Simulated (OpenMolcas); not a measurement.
Tc2+ among 6 point charges of -0.85 e arranged as an octahedron (Oh), 2.24 Å from the ion.
```
   2.2400    0.0000    0.0000  -0.85
   0.0000    2.2400    0.0000  -0.85
  -2.2400    0.0000    0.0000  -0.85
   0.0000   -2.2400    0.0000  -0.85
   0.0000    0.0000    2.2400  -0.85
   0.0000    0.0000   -2.2400  -0.85
```

- Program: OpenMolcas 26.06
- Method: SS-CASPT2, IPEA 0.25 Eh, imaginary shift 0.1 Eh (closed shells correlated: 4s 4p)
- Basis: ANO-RCC-VDZP [6s5p3d1f]
- Scalar Hamiltonian: DKH2, point nucleus
- Active space: 5 electrons in 5 orbitals (4d)
- State averaging: 2S+1 = 6 even, 1 root; 2S+1 = 4 even, 24 roots; 2S+1 = 2 even, 75 roots
- Spin-orbit coupling: state interaction with AMFI integrals over the reference wave functions

Problem. What is the spin-free ground state (labels of O, the rotations of Oh)?

Solution. 6A1, 1-fold in its orbital part, 100 % from free-ion S terms; it has the highest spin that d5 allows.

Problem. What are the lowest two levels with spin-orbit coupling?

Solution. A 2-fold level Γ7 with g = 3.33, 3.33, 3.33, then a 4-fold level Γ8 0 cm-1 above it. Their leading multiplicities are 6 (99 %) and 6 (99 %).

Problem. What is χT at 300 K, and how does it compare with the textbook value?

Solution. The lowest level has 2S+1 = 6, for which the spin-only value is χT = S(S+1) / 2 = 4.375 cm3 K/mol (g = 2). The computed 4.375 at 300 K differs by 0, through a little spin-orbit mixing out of the ground term, against the free-electron g of 2.0023, which raises it.

Roots that are degenerate in the reference are averaged as groups; the widest CASPT2 spread within a group is 170 cm-1 (the 3-fold group of multiplicity 2 near 30700 cm-1 above the lowest state of its run). Shifts and gaps below about the spread of the groups concerned are not significant. Point charges give a weaker field than real ligands, and real ions of this kind are as a rule low spin; the high spin found here belongs to the model. Free-ion shares, where given, are those of the reference states; single-state CASPT2 does not remix them. Point charges carry no covalency, so the field is a model and not that of real ligands. No measured value stands beside these numbers.
